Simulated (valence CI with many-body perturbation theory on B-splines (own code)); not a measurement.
# Questions on Dy53+

Computed by configuration interaction combined with many-body perturbation theory (CI+MBPT): three valence electrons over a frozen Dirac-Fock core [Ne], radial functions for each j: 11 s, 11 p, 10 d, 8 f, 5 g, 2 h, with the one-electron correlation potential Σ1, the two-electron term Σ2, the three-electron term Σ3, Breit, model QED; selected CI, second order for the rest, scaled by the run's own slope (own B-spline code, finite nucleus).

No measured spectrum was set against this ion. As an estimate, large intervals hold to a few tenths of a per cent, small ones and those within an open d or f shell to about a per cent.

Levels are named by their leading jj configuration (3d3/2^4 stands for four electrons in 3d with j = 3/2), which in mixed levels can hold well under half, so a name can repeat and another be missing.

Rates and lifetimes use the calculated energies. Strong lines usually hold to 10 to 20 %, long lifetimes can be off by a factor of two.

What is the ground level?

(3s^2 3p1/2) J=1/2, composition 99 % 3s2.3p 2P°, g = 0.652.

Name the longest-lived excited levels whose lifetime is computed, and their main decay.

(3s 3p3/2 3d5/2) J=9/2 at 765.9 eV lives 24.6 ns, mostly by M1 to (3s 3p1/2 3d5/2) J=7/2; (3s^2 3p3/2) J=3/2 at 211.4 eV lives 14.5 ns, mostly by M1 to (3s^2 3p1/2) J=1/2.

How well does LS coupling describe the low levels?

Among the lowest 20 levels the leading LS term, summed over configurations, holds 66 % on average. For single configurations the figures are 64 % in LS and 93 % in jj coupling. Terms mix most in the J = 3/2 level at 549.8 eV, where the leading one holds 37 %.

What is the ionisation energy?

5067 eV; NIST lists 5066 ± 5 eV (theoretical).

Where does the other parity begin?

At (3s 3p1/2^2) J=1/2, 139.3 eV.

Among levels below 2476.7 eV, which E1 lines absorb most strongly from the ground level?

to (3s^2 3d3/2) J=3/2 at 3.003 nm, f = 0.405; to (3s 3p1/2 4p1/2) J=3/2 at 0.5061 nm, f = 0.264; to (3s 3p1/2 3p3/2) J=1/2 at 3.364 nm, f = 0.192.
